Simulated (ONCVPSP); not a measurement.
**platinum (Pt), ONCV: configuration errors across variants**

ONCVPSP 4.0.1 input, shortened (lines: element, Z, core and valence counts, functional; n l f; lmax; l rc ep ncon nbas qcut; lloc lpopt rc5 dvloc0; l nproj debl; icmod fcfact rcfact), PBEsol, scalar-relativistic:

```
  Pt 78.00   10    4  -116133      upf
    1    0    2.00
    2    0    2.00
    2    1    6.00
    3    0    2.00
    3    1    6.00
    3    2   10.00
    4    0    2.00
    4    1    6.00
    4    2   10.00
    4    3   14.00
    5    0    2.00
    5    1    6.00
    5    2    9.00
    6    0    1.00
    2
    0    1.65    0.00    4    7    9.10
    1    1.55    0.00    4    7   10.50
    2    1.45    0.00    4    7    6.40
    4    5    1.15    0.00
    0    3    1.40
    1    1    0.90
    2    3    0.40
    3    3.00    1.35
```

All-electron excitation energies from the reference (eV): (1) 5s2 5p6 5d9 6s0 9.226; (2) 5s2 5p6 5d8 6s0 29.223; (3) 5s2 5p6 5d7 6s0 61.471; (4) 5s2 5p6 5d9 6s0.5 3.713.

2 further variants failed, have other tests or another functional or relativity, and are left out.

A true bound ghost makes a file unfit for plane-wave use even where its test errors are small: the radial tests pick states by their node count and pass the ghost by.

Errors AE − PS in meV (a dash: test not solved or not reliable):

```csv
change,(1),(2),(3),(4),bound ghosts,GHOST(+) flags above zero
base,-4.9,-6.6,-14,-1.8,d,s
"all radii but the core radius scaled by about 0.89 (s 1.48, p 1.38, d 1.30 bohr); local potential polynomial inside 1.02 bohr (lpopt 5, dvloc0 0 Ha)",-4.4,-5.8,-13,-1.6,d,s
"local potential polynomial inside 1.15 bohr (lpopt 5, dvloc0 0.5 Ha)",-4.9,-6.6,-14,-1.8,d,s
"core correction Teter function, fcfact 3, rcfact 2.1",-13,-46,-169,-3.2,d,s
"d: ncon 5, nbas 8",-4.9,-6.6,-14,-1.8,d,s
```

Task: Give the same row for: local potential polynomial inside 1.30 bohr (lpopt 4, dvloc0 0 Ha).

Result: -4.9, -6.6, -15, -1.8; bound ghosts: d; GHOST(+) flags above zero: s.
